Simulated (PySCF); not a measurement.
Molecule: SMILES COCC/P=C(\C)F, C₅H₁₀FOP.

Geometry (Å), atoms numbered from 1 in this order:
```xyz
18

C     2.6283    0.5859    0.1976
O     1.4831   -0.1374    0.5799
C     0.8768   -0.8630   -0.4619
C     0.1724    0.0480   -1.4723
P    -0.5651    1.5155   -0.5720
C    -1.9527    0.8504    0.0987
C    -2.5823   -0.4981    0.0767
F    -2.6906    1.7275    0.8343
H     2.3808    1.4244   -0.4634
H     3.3542   -0.0650   -0.3041
H     3.0625    0.9755    1.1161
H     0.1478   -1.5044    0.0387
H     1.6169   -1.4999   -0.9708
H    -0.5750   -0.5025   -2.0438
H     0.8966    0.4534   -2.1829
H    -3.6525   -0.3893   -0.1032
H    -2.1514   -1.1326   -0.6910
H    -2.4587   -0.9822    1.0472
```

Frames of a GFN2-xTB Langevin trajectory at 400 K; GIAO PBE0/pcSseg-1 shieldings in PySCF 2.14, gas phase, non-relativistic; equivalent atoms averaged within each frame.

Referencing at the same level of theory: TMS for ¹³C (186.93 ppm) and ¹H (31.72 ppm); ¹⁷O (336.08 ppm) against H2O; ³¹P (318.38 ppm) vs H3PO4; ¹⁹F (170.95 ppm) vs CFCl3. The references are static minima.

**Question.** How do the shifts (ppm) fluctuate along the trajectory?

**Answer.** 
| time (fs) | C6 | C3 | C1 | C4 | C7 | O2 | P5 | F8 | H9/H10/H11 | H12/H13 |
| --- | --- | --- | --- | --- | --- | --- | --- | --- | --- | --- |
| optimised geometry | 232.4 | 71.8 | 58.4 | 28.8 | 24.3 | 32.8 | 173.9 | -39.1 | 3.46 | 3.76 |
| 250 | 233.8 | 70.2 | 65.3 | 28.7 | 19.9 | 44.0 | 156.4 | -32.1 | 3.49 | 3.48 |
| 425 | 249.5 | 70.0 | 57.6 | 27.9 | 34.1 | 28.1 | 172.4 | -5.1 | 3.23 | 3.55 |
| 625 | 223.6 | 62.5 | 66.6 | 33.2 | 26.0 | 67.5 | 172.3 | -36.5 | 3.49 | 3.23 |
| 800 | 228.5 | 89.1 | 61.6 | 31.1 | 28.8 | 67.6 | 203.6 | -72.8 | 3.67 | 4.85 |
| 1000 | 243.6 | 76.2 | 64.5 | 43.4 | 28.2 | 34.8 | 194.1 | -27.6 | 4.21 | 4.06 |
| mean of frames | 235.8 | 73.6 | 63.1 | 32.9 | 27.4 | 48.4 | 179.8 | -34.8 | 3.62 | 3.83 |
| standard deviation | 10.7 | 9.9 | 3.6 | 6.2 | 5.1 | 18.4 | 18.9 | 24.4 | 0.37 | 0.64 |

5 frames give an uncertainty of the mean of about the standard deviation over 2.2 at best, since frames this close in time may not be independent; classical motion lacks zero-point vibration, and the reference would need the same averaging.
